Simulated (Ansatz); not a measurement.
Calculated with Ansatz (gas phase, PBE0-D4/def2-TZVP geometries, no zero-point term in ΔE). CBS: MP2 limit from def2 TZ/QZ plus the TZ coupled-cluster correction, frozen cores. This one scheme is used for every species. DFT in def2-TZVPP. def2 core potentials past Kr. For Sb outer-core shells are correlated without core-valence functions, which leaves a few kJ/mol of doubt a bond. Each species was taken in one conformer, which may not be the lowest.

Consider the ligand exchange at the Si–N bond: `N[SiH2][SbH2]` + HCl → `Cl[SiH2][SbH2]` + NH₃.

| level | ΔE (kJ/mol) |
| --- | --- |
| ωB97M-V | -53.0 |
| CCSD/def2-TZVPP | -48.9 |

(1) What does CCSD(T)/CBS give? (Best estimate.)

Largest T1 diagnostic among the species: 0.013.

Answers

(1) Ansatz gave: -53.2 kJ/mol. The listed levels differ from it by 0.2, 4.3 kJ/mol.

At CCSD(T), def2-SVP lies +5.0 kJ/mol from the extrapolated value and def2-TZVPP +3.6 kJ/mol. Leaving LDA and LC-ωPBE aside and taking each functional with its dispersion term where it has one, the values, not all of them listed here, spread over 7.6 kJ/mol, from PBE-D4 to CAM-B3LYP-D4. LDA lies +8.4 kJ/mol from PBE without D4.
